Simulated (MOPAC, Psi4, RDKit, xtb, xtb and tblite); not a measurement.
Two geometries of SMILES C=Cc1ccc(OC)cc1 (C₉H₁₀O), relaxed at GFN2-xTB with one dihedral held; other torsions can differ between them too.

Structure A

```
20

C      3.7359     0.5622    -0.7166
C      2.7689    -0.3303    -0.5371
C      1.3639    -0.0566    -0.2703
C      0.8378     1.2352    -0.1757
C     -0.4981     1.4406     0.0775
C     -1.3672     0.3601     0.2472
O     -2.6689     0.6765     0.4927
C     -3.5925    -0.3685     0.6727
C     -0.8595    -0.9310     0.1567
C      0.4854    -1.1245    -0.0984
H      3.5646     1.6241    -0.6795
H      4.7499     0.2564    -0.9097
H      3.0169    -1.3842    -0.5877
H      1.4830     2.0901    -0.3025
H     -0.9048     2.4372     0.1502
H     -4.5524     0.1134     0.8516
H     -3.3341    -0.9900     1.5364
H     -3.6660    -0.9990    -0.2196
H     -1.4986    -1.7913     0.2823
H      0.8626    -2.1356    -0.1655
```

Structure B

```
20

C     -3.7300     0.5186    -0.7284
C     -2.7560    -0.3480    -0.4768
C     -1.3531    -0.0392    -0.2289
C     -0.8601     1.2643    -0.1560
C      0.4769     1.5057     0.0853
C      1.3628     0.4466     0.2467
O      2.7051     0.7067     0.4510
C      3.1394     0.5163     1.7789
C      0.8872    -0.8580     0.1826
C     -0.4519    -1.0915    -0.0541
H     -3.5685     1.5817    -0.7765
H     -4.7402     0.1889    -0.9010
H     -2.9922    -1.4052    -0.4510
H     -1.5296     2.1011    -0.2794
H      0.8550     2.5157     0.1376
H      4.2087     0.7199     1.7815
H      2.6337     1.2084     2.4625
H      2.9628    -0.5092     2.1215
H      1.5740    -1.6826     0.3069
H     -0.8106    -2.1098    -0.1091
```

Which is lower in energy at the level PBE0-D3(BJ)/def2-SVP // GFN2-xTB (Psi4), and by how much?

A is lower, by 16.83 kJ/mol (dihedral C5–C6–O7–C8: 180° in A, 105° in B).

E(B) − E(A) in kJ/mol at the other levels, on the same two geometries: GFN2-xTB (xtb and tblite) 18.86; MMFF94 // GFN2-xTB (RDKit) 9.85; PBE0/def2-SVP // GFN2-xTB (Psi4) 16.97; PBE/def2-SVP // GFN2-xTB (Psi4) 19.59; PBE-D3(BJ)/def2-SVP // GFN2-xTB (Psi4) 19.53; UFF // GFN2-xTB (RDKit) 19.75; PM3, restricted, heats of formation // GFN2-xTB (MOPAC) 4.02; AM1, restricted, heats of formation // GFN2-xTB (MOPAC) 5.45; GFN1-xTB // GFN2-xTB (xtb) 13.91.
